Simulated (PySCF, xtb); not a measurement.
C3H7BFN, SMILES CNB(F)C=C.

Coordinates come from a ωB97X-D3(BJ)/def2-SVP optimisation. The structure was generated by enumeration, and PubChem lists no compound with its InChIKey, so it may never have been made. The values are those of a single conformer.

These are IEF-PCM-B3LYP/def2-SVP (PySCF) values and carry that method's errors.

The values are the electrostatic part of the solvation free energy, E(continuum) − E(gas) at the gas-phase geometry, in a cavity of scaled van der Waals radii (PySCF's table); cavitation and dispersion terms are not included. In vacuum the orbital gap is 6.33 eV. The dipole moment in vacuum is 2.16 D.

Computed values in water (ε = 78.36), 2-propanol (ε = 19.26), acetonitrile (ε = 35.69):
```json
[
 {"solvent": "water", "ε": "78.36", "ΔG(elec) (kcal/mol)": "-3.6", "dipole (D)": "2.82", "gap (eV)": "6.19"},
 {"solvent": "2-propanol", "ε": "19.26", "ΔG(elec) (kcal/mol)": "-3.3", "dipole (D)": "2.78", "gap (eV)": "6.20"},
 {"solvent": "acetonitrile", "ε": "35.69", "ΔG(elec) (kcal/mol)": "-3.5", "dipole (D)": "2.80", "gap (eV)": "6.19"}
]
```

For comparison, GFN2-xTB/ALPB(water) (xtb, at the GFN2-xTB geometry, all terms of that model) gives -3.7 kcal/mol.
